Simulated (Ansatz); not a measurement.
Consider the redistribution: `[SiH3][O][InH][Br]` + `B[SiH2][SiH3]` → `[Br][InH2]` + `B[SiH]([SiH3])O[SiH3]`.

Computed with Ansatz on PBE0-D4/def2-TZVP structures; ΔE is electronic, products minus reactants. CBS: MP2 limit from def2 TZ/QZ plus the TZ coupled-cluster correction, frozen cores. Functionals use def2-TZVPP. def2 core potentials past Kr. For Br, In outer-core shells are correlated without core-valence functions, which leaves a few kJ/mol of doubt a bond. Scalar relativity is left out up to krypton. Each species was taken in one conformer, which may not be the lowest.

```tsv
level	ΔE (kcal/mol)
PBE-D4	-9.0
PBE0	-10.1
```

(1) What does CCSD(T)/CBS give? (Estimate.)

Largest T1 diagnostic among the species: 0.014.

Answers

(1) The calculation gave: -8.3 kcal/mol. The listed levels differ from it by -0.7, -1.8 kcal/mol.

In def2-TZVPP, CCSD(T) changes the Hartree–Fock value by +4.1 kcal/mol (the triples alone add +1.0 kcal/mol) and MP2 by +4.7 kcal/mol. The D4 term adds −0.8 kcal/mol with B3LYP and −0.5 kcal/mol with PBE0; it sums over pairs of atoms, weighted by their polarisabilities, and B3LYP, whose exchange is more repulsive, gets the larger term.

B3LYP here is the variant with VWN-RPA as its local correlation; programs differ in this.
